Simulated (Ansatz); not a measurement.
One change: `SB1N[SiH2]1` becomes `CB1N[SiH2]1`.

Ansatz, PBE0-D4/def2-TZVP geometries, multiplicity 1. Each molecule was computed in one conformer, which needn't be the lowest.

| property | `SB1N[SiH2]1` |
| --- | --- |
| HOMO–LUMO gap (B3LYP/def2-TZVPP) / eV | 6.49 |
| HOMO–LUMO gap (PBE0/def2-TZVPP) / eV | 6.91 |
| size of the dipole moment (PBE/def2-TZVPP) / D | 1.96 |
| LUMO energy (B3LYP/def2-TZVPP) / eV | -0.55 |
| HOMO energy (PBE/def2-TZVPP) / eV | -6.14 |
| LUMO energy (PBE0/def2-TZVPP) / eV | -0.33 |

Problem. What does the change do to each property? (Estimate.)

Solution. Computed: 
| property | `CB1N[SiH2]1` | shift |
| --- | --- | --- |
| HOMO–LUMO gap (B3LYP/def2-TZVPP) / eV | 6.30 | -0.19 |
| HOMO–LUMO gap (PBE0/def2-TZVPP) / eV | 6.72 | -0.19 |
| size of the dipole moment (PBE/def2-TZVPP) / D | 1.26 | -0.70 |
| LUMO energy (B3LYP/def2-TZVPP) / eV | -0.27 | 0.28 |
| HOMO energy (PBE/def2-TZVPP) / eV | -5.69 | 0.45 |
| LUMO energy (PBE0/def2-TZVPP) / eV | -0.04 | 0.29 |

With PBE0 the HOMO rises by 0.48 eV and the LUMO rises by 0.29 eV, so the gap narrows by about 0.19 eV. PBE moves the HOMO by 0.45 eV and ωB97M-V by 0.48 eV. The zero-point energy changes by 69.9 kJ/mol with +6 modes. Dipoles are sizes alone; their direction can turn.

B3LYP here is the variant with VWN-RPA as its local correlation; programs differ in this.
